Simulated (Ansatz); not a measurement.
Born–Oppenheimer molecular dynamics of C$_{2}$H$_{8}$O$_{2}$Si (13 atoms, charge 0, multiplicity 1). It starts from a relaxed structure.

Computed with RHF/6-31G (Ansatz).

- ensemble: NVT, Langevin thermostat
- time step: 0.25 fs
- steps asked: 250
- set temperature: 1000 K
- friction: 0.005 /fs
- seed: 655932

First frame:

```xyz
13
Properties=species:S:1:pos:R:3
Si -0.237 0.046 0.149
O 0.012 0.239 1.816
H -0.557 0.521 2.515
H 1.076 -0.432 -0.351
C -0.851 1.633 -0.663
H -1.821 1.913 -0.269
H -0.160 2.451 -0.491
H -0.958 1.489 -1.731
O -1.420 -1.124 -0.149
C -1.520 -2.519 0.105
H -1.621 -2.708 1.166
H -2.397 -2.883 -0.407
H -0.647 -3.045 -0.265
```

Problem. What does the run give?

Solution. The run went to its last step.

```json
{
 "steps done": "250",
 "time covered": "62.5 fs",
 "mean temperature over the second half": "588 K",
 "spread of the potential energy over the second half": "12.8 meV per atom",
 "mean potential energy of the second half above the start": "66.5 meV per atom"
}
```

The mean temperature of the second half is 41 % below the set value. A run of 0.062 ps of so small a system gives no equilibrium averages. Limits of this set-up: no polarisation functions.

Problem. What happens to the structure?

Solution. The same pairs are bonded in the first frame and the last. Pairs count as bonded within 1.25 times the sum of covalent radii (0.12 Å more for H–H). This is one draw of velocities; another would differ in detail.

Problem. How do temperature and energy run in time?

Solution. 
| time (fs) | T (K) | potential energy less start (eV) |
| --- | --- | --- |
| 0 | 923 | 0.000 |
| 5 | 595 | 0.586 |
| 10 | 421 | 0.842 |
| 15 | 444 | 0.871 |
| 20 | 672 | 0.618 |
| 25 | 517 | 0.899 |
| 30 | 504 | 1.031 |
| 35 | 397 | 1.140 |
| 40 | 548 | 0.947 |
| 45 | 452 | 1.107 |
| 50 | 570 | 0.886 |
| 55 | 657 | 0.633 |
| 60 | 702 | 0.682 |

Run time: 6 min on 1 thread of Intel(R) Xeon(R) Platinum 8488C (Sapphire Rapids), on a shared host, peak memory 0.13 GiB.
